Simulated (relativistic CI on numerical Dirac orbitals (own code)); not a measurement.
**Ag XII: sensitivity of the levels to the model**

Base calculation: Dirac-Coulomb-Breit CI, separate exchange-only KLI orbitals for each configuration, QED by a radiative potential, unscaled Slater integrals.

CI space (outside the closed core [Ar] 3d10): 4s²4p⁶, 4s²4p⁵4d, 4s4p⁶4d, 4s²4p⁵4f, 4s4p⁶4f, 4s²4p⁵5s, 4s²4p⁵5p, 4s²4p⁵5d, 4s4p⁶5s, 4p⁶4d², 4p⁵4d³, 4p⁵4d²4f, 4p⁵4d²5s, 4p⁵4d²5p, 4p⁶4f², 4p⁵4d4f², 4p⁵4f³, 4p⁵4f²5s, 4p⁵4f²5p. Double excitations out of closed p, d and f shells are left out; levels of such configurations are missing from the list, as are those of other unlisted configurations, and high levels can miss mixing partners. These lack a partner that the ground configuration has and come out too high: 4s²4p⁵5d.

Variants: (1) QED terms removed; (2) configuration mixing switched off. Shifts of the energy above 4s²4p⁶ ¹S0, in cm⁻¹, for the lowest level and the first level of each name with at least 55 % of one term (blank where a level changes its place among those of its configuration and J or its character, or is not in the variant):

```tsv
Level	Base	Δ(1)	Δ(2)
4s²4p⁶ ¹S0	0	0	0
4s²4p⁵4d ³P°0	443891	+92	-198
4s²4p⁵4d ³P°1	450679	+82	-195
4s²4p⁵4d ³P°2	464308	+63	-161
4s²4p⁵4d ³F°4	465442	+68	+2203
4s²4p⁵4d ³F°3	467793	+86	+1750
4s²4p⁵4d ³D°3	496792	+67	-8
4s²4p⁵4d ³D°1	514821	+39	-179
4s²4p⁵4d ¹P°1	651093	+34	+1906
4s4p⁶4d ³D1	843024	+1030	+21498
4s4p⁶4d ³D2	846885	+1028	+20651
4s4p⁶4d ³D3	853362	+1021	+19663
4s4p⁶4d ¹D2	909084	+1142	+3540
4s²4p⁵5s ³P°2	945318	-375	+381
4s²4p⁵5s ¹P°1	951487	-376	+156
4s²4p⁵5s ³P°0	997411	-471	+495
4s²4p⁵5s ³P°1	1001195	-471	+229
4s²4p⁵4f ³G5	1010161	+33	-13
4s²4p⁵4f ³G4	1016682	+35	-12
4s²4p⁵4f ³D1	1021238	+168	-20551
4s²4p⁵4f ³D2	1024667	+146	-18325
4s²4p⁵4f ³F4	1033021	+33	-12
```

At this charge energies of transitions that change n are usually good to better than 1 %, and those within a shell (Δn = 0) to a few per cent.

Ionisation energy from the two ground configurations alone: base 270.146 eV. The NIST ASD value (semi-empirical) is 271.46 eV.

LS names give the leading component of a level, which can be under half, so a name can repeat, a term be missing and a line seem to break the LS rules.
